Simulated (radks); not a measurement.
The chlorine anion Cl-, [Ar], held by a Watson sphere: a shell of charge +1 at radius R that stands for the Madelung well of a crystal (potential energy -1/R inside, -1/r outside, in hartree with lengths in bohr). Calculated with a radial shooting solver on a logarithmic mesh with Libxc functionals: non-relativistic Kohn-Sham, LDA (Slater exchange, Perdew-Wang correlation), spin-polarised, spherical densities, point nucleus. Response by self-consistent Sternheimer equations with the Hartree and adiabatic LDA kernel. The sphere does not respond.

R (bohr)  e(2p) (eV)  e(3s) (eV)  e(3p) (eV)  <r> 3p (bohr)  sum of <r^2> (bohr^2)  X-ray form factor at sin(theta)/lambda = 0.1 1/angstrom  alpha (bohr^3)
2            -189.62     -20.747      -9.160          1.872                  32.74                                                   15.920           17.67
2.65         -189.18     -19.500      -8.128          1.943                  35.09                                                   15.808           21.97
3.07         -188.77     -18.792      -7.469          1.975                  36.27                                                   15.757           24.97
3.32         -188.50     -18.409      -7.100          1.991                  36.85                                                   15.734           26.75
4.38         -187.37     -17.064      -5.763          2.033                  38.57                                                   15.675           33.71
4.54         -187.21     -16.895      -5.594          2.037                  38.75                                                   15.670           34.63
